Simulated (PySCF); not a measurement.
## KSb⁺: energy against distance

Set-up: K def2-SVPD, Sb def2-SVPD with ECP28; scalar-relativistic core potentials (PySCF 2.14). Energies in eV from K⁺ + Sb in their ground configurations at the same level. All curves are PBE0. state 1: ⁴Σ⁻ (quartet), unpaired electrons σ ↑, π ↑↑; state 2: Ms = 0.5 determinant of mixed spin (⟨S²⟩ near 1.8), unpaired electrons σ ↓, π ↑↑, a second solution, started from another occupation; state 3: Ms = 0.5 determinant of mixed spin (⟨S²⟩ near 1.8), unpaired electrons σ ↑, π ↑↓, a mixture of terms (⟨Lz²⟩ = 2.0), a second solution, started from another occupation; state 4: ²Π (doublet), unpaired electrons π ↑, a second solution, started from another occupation.

```csv
R (Å),state 1,state 2,state 3,state 4
3.306,-0.0942,0.5688,0.5714,1.1022
3.460,-0.1523,0.5041,0.5104,1.0264
3.613,-0.1817,0.4684,0.4784,0.9961
3.729,-0.1914,0.4546,0.4670,0.9931
3.844,-0.1939,0.4488,0.4631,1.0019
3.959,-0.1913,0.4487,0.4646,1.0189
4.113,-0.1828,0.4550,0.4722,1.0500
4.305,-0.1673,0.4693,0.4872,1.0968
4.536,-0.1461,0.4913,0.5087,1.1575
4.843,-0.1183,0.5221,0.5377,1.2369
```

Task: Put a parabola through the three lowest points of the state 1 curve and estimate Re, k and ωe (reduced mass 29.47 u; 1 eV/Å² = 0.16022 mdyn/Å; ωe = 1302.8·√(k/μ) cm⁻¹).

Result: Through R = 3.729, 3.844, 3.959 Å the second-order coefficient is 0.193 eV/Å², so Re ≈ 3.843 Å, k ≈ 0.0618 mdyn/Å and ωe ≈ 60 cm⁻¹. A polynomial fit of higher order to the unrounded PBE0 energies gives Re = 3.836 Å, k = 0.0616 mdyn/Å, ωe = 59.5 cm⁻¹; anharmonicity and rounding make the difference.

The higher-order fit for each curve: state 1: Re = 3.836 Å, ωe = 59.5 cm⁻¹, De = 0.194 eV; state 2: Re = 3.902 Å, ωe = 58.5 cm⁻¹, minimum 0.448 eV above the ground-state fragments; state 3: Re = 3.864 Å, ωe = 59.0 cm⁻¹, minimum 0.463 eV above the ground-state fragments; state 4: Re = 3.695 Å, ωe = 94.2 cm⁻¹, minimum 0.99 eV above the ground-state fragments.

The bond is weak. Basis-set superposition, not corrected here, can be much of De in a small basis, most of all at correlated wavefunction levels. Spin–orbit coupling is left out, which matters for elements this heavy, above all for dissociation energies. For an ion De counts to the pair picked by the measured ionisation energies or electron affinities, which need not be the lowest pair at this level. The state was picked by a PBE0 search and need not be the measured ground state.
